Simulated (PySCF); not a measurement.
## A small calculation by hand: oscillator strength and radiative lifetime

C3H5BO2, SMILES OB1C=COC1.

Geometry: B3LYP-D3(BJ)/def2-SVP. This is a generated structure with no PubChem entry under its InChIKey; it may be hypothetical. One conformer was computed; it need not be the lowest.

TDA-PBE/def2-SVPD run with PySCF puts the first singlet state with f over 0.02 at 5.52 eV (vertical), with the transition dipole (-0.224, 1.155, 0.000) in atomic units.

Q: Find the oscillator strength, the wavelength and the radiative lifetime that this transition would have in vacuum if emission retraced absorption.

A: 
|μ|² = 1.3842 au, so |μ| = 2.99 D. ΔE = 5.52/27.211 = 0.2029 hartree. f = (2/3) ΔE |μ|² = 0.187 (the program prints 0.187).
λ = 1239.84/5.52 = 225 nm; ν = 44522 cm⁻¹.
Einstein's coefficient A = 0.6670 ν² f s⁻¹ (ν in cm⁻¹) = 2.5e8 s⁻¹, so τ = 1/A = 4.0 ns. This state is S2; the lower singlet has f = 0.003. The figure is the radiative limit of this one transition; relaxation, internal conversion, crossing to triplets and a medium change what is measured.
